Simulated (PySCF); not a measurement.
Compound: C₃H₇BO₂.
Atom-mapped SMILES: `[CH3:1][B:2]1[O:3][CH2:4][CH2:5][O:6]1` (hydrogens: H7, H8, H9 on C1; H10, H11 on C4; H12, H13 on C5)

Structure used (GFN2-xTB), in Å, numbered top down from 1:
```
atom  x, y, z in Å
C1     2.2121    0.1533    0.3785
B2     0.6589    0.0392    0.1197
O3     0.0936   -0.8450   -0.7567
C4    -1.3072   -0.6696   -0.7550
C5    -1.5612    0.4663    0.2652
O6    -0.2787    0.8187    0.7382
H7     2.4213    0.5003    1.3852
H8     2.7095   -0.7991    0.2264
H9     2.6613    0.8656   -0.3089
H10   -1.7827   -1.6098   -0.4597
H11   -1.6333   -0.4031   -1.7651
H12   -2.0237    1.3442   -0.1962
H13   -2.1743    0.1394    1.1107
```

A PySCF run (density fitting, gas phase, GFN2-xTB geometry) gave HOMO -7.68 eV, LUMO 1.02 eV, dipole 1.87 D and E = -293.909 Eh.

Question: Which of these levels was it?
A. PBE0/def2-SVPD
B. BLYP/MINI
C. B3LYP/pcSseg-1
D. PBE0/pcSseg-1
E. X3LYP/3-21G

Answer: C. It is B3LYP/pcSseg-1. All candidates on this geometry:

| level and settings | kind | basis functions | SCF cycles | E (Eh) | HOMO (eV) | LUMO (eV) | dipole (D) |
| --- | --- | --- | --- | --- | --- | --- | --- |
| BLYP/MINI | GGA | 37 | 12 | -291.5490 | -7.35 | -0.66 | 1.99 |
| PBE0/def2-SVPD | global hybrid | 182 | 12 | -293.3945 | -7.98 | 0.30 | 1.65 |
| B3LYP/pcSseg-1 | global hybrid | 137 | 12 | -293.9088 | -7.68 | 1.02 | 1.87 |
| X3LYP/3-21G, energy threshold 1e-07 Eh | global hybrid | 68 | 8 | -292.1906 | -7.29 | 1.80 | 2.06 |
| PBE0/pcSseg-1 | global hybrid | 137 | 12 | -293.5596 | -7.92 | 1.36 | 1.86 |

The nearest other candidate, by the summed differences of HOMO and LUMO, is PBE0/pcSseg-1: its HOMO differs by -0.24 eV and its LUMO by +0.34 eV. Cycle counts include a coarse-grid stage where the run had one.
